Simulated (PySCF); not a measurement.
Isomers of C8H10Si.

All values: wB97X-D/def2-SVPD (PySCF) at PBE0-D3(BJ)/def2-SVP geometries, gas phase, one conformer each. Core orbitals are frozen in the response; Δα² is half the sum of the squared differences of the principal polarisabilities.

Question: Rank by dipole moment, lowest first.
A. `[SiH3:1][CH2:2][c:3]1[cH:4][cH:5][c:6]2[c:7]([cH:8]1)[CH2:9]2` with Si1–C2–C3–C4 89°
B. `[CH:1]#[C:2][C@H:3]([CH3:4])[C:5]1=[CH:6][SiH2:7][CH:8]=[CH:9]1` with C2–C3–C5–C6 14°
C. `[CH2:1]=[CH:2][C:3]1=[CH:4][SiH2:5][CH:6]=[C:7]1[CH:8]=[CH2:9]` with C1–C2–C3–C4 148°, C6–C7–C8–C9 148°
D. `[CH:1]#[C:2][Si:3]1([CH:4]=[CH2:5])[CH2:6][CH:7]=[CH:8][CH2:9]1` with C2–Si3–C4–C5 -1°

Answer: D (0.38 D), A (0.54 D), C (0.76 D), B (1.04 D).

Question: Rank by mean static polarisability, highest first.
A. `[SiH3:1][CH2:2][c:3]1[cH:4][cH:5][c:6]2[c:7]([cH:8]1)[CH2:9]2` with Si1–C2–C3–C4 89°
B. `[CH:1]#[C:2][C@H:3]([CH3:4])[C:5]1=[CH:6][SiH2:7][CH:8]=[CH:9]1` with C2–C3–C5–C6 14°
C. `[CH3:1][C:2]#[C:3][C:4]#[C:5]/[CH:6]=[CH:7]/[CH2:8][SiH3:9]` with C6–C7–C8–Si9 -103°
D. `[CH2:1]=[CH:2][C:3]1=[CH:4][SiH2:5][CH:6]=[C:7]1[CH:8]=[CH2:9]` with C1–C2–C3–C4 148°, C6–C7–C8–C9 148°
E. `[cH:1]1[cH:2][cH:3][c:4]([C@@H:5]2[CH2:6][SiH2:7]2)[cH:8][cH:9]1` with C3–C4–C5–C6 23°
F. `[CH:1]#[C:2][Si:3]1([CH:4]=[CH2:5])[CH2:6][CH:7]=[CH:8][CH2:9]1` with C2–Si3–C4–C5 -1°

Answer: C (22.58 Å³), D (18.65 Å³), E (18.00 Å³), A (17.63 Å³), B (17.19 Å³), F (16.97 Å³).

Question: Rank by polarisability anisotropy Δα, lowest first.
A. `[cH:1]1[cH:2][cH:3][c:4]([C@@H:5]2[CH2:6][SiH2:7]2)[cH:8][cH:9]1` with C3–C4–C5–C6 23°
B. `[CH:1]#[C:2][C:3]1=[CH:4][Si@H:5]([CH2:6][CH3:7])[CH:8]=[CH:9]1` with C4–Si5–C6–C7 67°
C. `[CH3:1][C:2]#[C:3][C:4]#[C:5]/[CH:6]=[CH:7]/[CH2:8][SiH3:9]` with C6–C7–C8–Si9 -103°
D. `[CH:1]#[C:2][Si:3]1([CH:4]=[CH2:5])[CH2:6][CH:7]=[CH:8][CH2:9]1` with C2–Si3–C4–C5 -1°
E. `[CH:1]#[C:2][C@H:3]([CH3:4])[C:5]1=[CH:6][SiH2:7][CH:8]=[CH:9]1` with C2–C3–C5–C6 14°
F. `[CH2:1]=[CH:2][C:3]1=[CH:4][SiH2:5][CH:6]=[C:7]1[CH:8]=[CH2:9]` with C1–C2–C3–C4 148°, C6–C7–C8–C9 148°

Answer: D (4.91 Å³), E (7.44 Å³), A (9.16 Å³), B (11.48 Å³), F (12.22 Å³), C (26.37 Å³).

All values together:

```tsv
SMILES	μ (D)	HOMO (eV)	LUMO (eV)	α (Å³)	Δα (Å³)	ΔSCF removal energy (eV)
C#CC1=C[Si@H](CC)C=C1	0.83	-8.42	-0.17	17.95	11.48	8.41
C#C[Si]1(C=C)CC=CC1	0.38	-8.88	1.30	16.97	4.91	9.00
c1ccc([C@@H]2C[SiH2]2)cc1	0.82	-7.93	1.27	18.00	9.16	7.93
[SiH3]Cc1ccc2c(c1)C2	0.54	-8.28	1.19	17.63	9.26	8.30
C=CC1=C[SiH2]C=C1C=C	0.76	-8.24	-0.09	18.65	12.22	8.18
CC#CC#C/C=C/C[SiH3]	0.47	-7.87	0.34	22.58	26.37	7.89
C#C[C@H](C)C1=C[SiH2]C=C1	1.04	-8.59	0.25	17.19	7.44	8.57
```

Conformers: `[CH:1]#[C:2][C:3]1=[CH:4][Si@H:5]([CH2:6][CH3:7])[CH:8]=[CH:9]1` with C4–Si5–C6–C7 67°; `[CH:1]#[C:2][Si:3]1([CH:4]=[CH2:5])[CH2:6][CH:7]=[CH:8][CH2:9]1` with C2–Si3–C4–C5 -1°; `[cH:1]1[cH:2][cH:3][c:4]([C@@H:5]2[CH2:6][SiH2:7]2)[cH:8][cH:9]1` with C3–C4–C5–C6 23°; `[SiH3:1][CH2:2][c:3]1[cH:4][cH:5][c:6]2[c:7]([cH:8]1)[CH2:9]2` with Si1–C2–C3–C4 89°; `[CH2:1]=[CH:2][C:3]1=[CH:4][SiH2:5][CH:6]=[C:7]1[CH:8]=[CH2:9]` with C1–C2–C3–C4 148°, C6–C7–C8–C9 148°; `[CH3:1][C:2]#[C:3][C:4]#[C:5]/[CH:6]=[CH:7]/[CH2:8][SiH3:9]` with C6–C7–C8–Si9 -103°; `[CH:1]#[C:2][C@H:3]([CH3:4])[C:5]1=[CH:6][SiH2:7][CH:8]=[CH:9]1` with C2–C3–C5–C6 14°.

By how much does the ΔSCF value exceed −ε(HOMO) over the species that have both?

By -0.05 to 0.12 eV, 0.01 eV on average, over 7 species.
